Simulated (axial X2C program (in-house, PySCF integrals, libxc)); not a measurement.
**NaCs: from Re and ωe to a spectrum**

A bond curve at the CCSD(T) level, 2c, was computed with an in-house all-electron X2C program for linear molecules (integrals from PySCF) (basis Cs dyall-cv3z [15s15p9d4f1g], Na dyall-cv3z [9s8p5d2f] (cores contracted in-house)) for the state Ω = 0 (closed shell). Its fit gives Re = 3.9191 Å, ωe = 96.7 cm⁻¹, ωexe = 0.275 cm⁻¹ and αe = 2.083e-04 cm⁻¹; the masses are 132.9054 and 22.9898 u. Two-component means X2C with spin–orbit coupling and atomic mean-field Coulomb and Gaunt terms.

Correlated methods: 10 electrons correlated (number of frozen shells: Cs 4 s, 3 p, 2 d; Na 2 s, 1 p), 318 virtual spin orbitals or spinors in MP2, 90 natural virtuals in coupled cluster.

Q: Find the reduced mass, Be and the force constant.

A: From the CCSD(T) values: μ = 19.5995 u. Be = 16.8576/(μ Re²) = 0.056 cm⁻¹. k = 5.8918×10⁻⁷ μ ωe² = 0.108 mdyn/Å.

Q: Estimate De from a Morse curve and compare with the computed well depth of 0.584 eV to Cs + Na.

A: De(Morse) = ωe²/(4ωexe) = 1.054 eV against 0.584 eV computed, a ratio of 1.80. The extrapolation overshoots: the well softens faster than a Morse curve, or the lowest atomic limit lies below the one to which the curve heads.

Q: A Morse curve ties αe to the other constants (Pekeris). How well does that hold?

A: αe(Morse) = 6Be²/ωe × (√(ωexe/Be) − 1) = 2.366e-04 cm⁻¹; the CCSD(T) curve gives 2.083e-04 cm⁻¹, a ratio of 1.14.

Q: Estimate the centrifugal constant by the Kratzer relation.

A: D = 4Be³/ωe² = 7.51e-08 cm⁻¹.

Q: Give B0, the J = 1←0 line in GHz and the most populated J at 300 K (kT = 208.5 cm⁻¹).

A: B0 = Be − αe/2 = 0.05589 cm⁻¹; 2B0 = 3.351 GHz; J(max) ≈ √(kT/2B0) − 1/2 = 42.7, so J = 43.

Occupations by symmetry block were frozen at the best pattern of an incomplete PBE0 search. Dissociation energies refer to the lowest single-determinant-based atoms at the same level and basis. Coupled cluster ran in a truncated set of natural virtual spinors; the MP2 energy of the rest was added. (T) has no such correction and the atoms are truncated less, which lowers De at CCSD(T) by a hundredth of an eV or more. With the outer-core shells frozen, correlated bond lengths of heavy atoms tend to come out a few hundredths of an ångström too long.
